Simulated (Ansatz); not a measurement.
`CB(F)C=O` at its PBE0-D4/def2-TZVP geometry, where that method's forces vanish. Charge 0, multiplicity 1.

```xyz
9

C     0.7813   -0.9233    0.3286
B    -0.3722   -0.1978   -0.4135
F    -1.0921   -0.8066   -1.3354
C    -0.7595    1.3439   -0.1185
O    -1.6905    1.8935   -0.6544
H     0.8573   -1.9847    0.0923
H     0.6844   -0.8001    1.4131
H     1.7333   -0.4407    0.0716
H    -0.1421    1.9159    0.6160
```

Task: What forces (eV/Å) does r2SCAN-D4/def2-TZVPP give on these atoms in Ansatz? (Estimate.)

Result: The calculation gave: 
```
C1  -0.026 -0.018 -0.015
B2   0.143  0.043  0.148
F3  -0.123 -0.075 -0.145
C4   0.282 -0.230  0.133
O5  -0.367  0.210 -0.212
H6   0.012  0.019  0.011
H7   0.022  0.003 -0.017
H8  -0.009 -0.008  0.022
H9   0.065  0.058  0.076
```
